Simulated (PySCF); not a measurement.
# Worked example: dipole moment from atomic charges

Sn(H)(Cl)(OH)2 (ClH3O2Sn), SMILES [OH][SnH]([OH])[Cl]. Atoms are numbered in the order given.

```xyz
7

Sn    -0.0589    -0.1687     0.3641
O     -1.1768    -1.6300    -0.3580
O     -1.2192     1.3885     0.7678
Cl     1.4180     0.6076    -1.3157
H      0.7586    -0.7841     1.7233
H     -1.7730    -1.3267    -1.0580
H     -0.9805     2.1496     0.2177
```
Charge 0, spin multiplicity 1.

Coordinates come from a B3LYP-D3(BJ)/def2-SVP optimisation. The def2 effective core potentials stand for the cores of Sn; spin–orbit coupling is left out. The values are those of a single conformer.

Charges (e) from PySCF with PBE0/def2-TZVP:

| atom | ESP fit | Mulliken |
|---|---|---|
| Sn1 | 0.724 | 1.056 |
| O2 | -0.621 | -0.669 |
| O3 | -0.613 | -0.667 |
| Cl4 | -0.265 | -0.374 |
| H5 | 0.015 | -0.003 |
| H6 | 0.394 | 0.328 |
| H7 | 0.366 | 0.328 |

The dipole moment of the full density is 0.65 D.

What dipole moment does each set of point charges give, and which comes closer to that of the density?


μ = Σ q r, and 1 e Å = 4.8032 D.
ESP fit: Σ q r = (0.014, 0.130, 0.053) e Å, |μ| = 0.68 D.
Mulliken: Σ q r = (0.103, 0.031, 0.323) e Å, |μ| = 1.64 D.
ESP fit comes closer in size. Point charges leave out the atoms' own dipoles (lone pairs, polarised bonds); fits to the potential absorb them, partitions of the density don't.
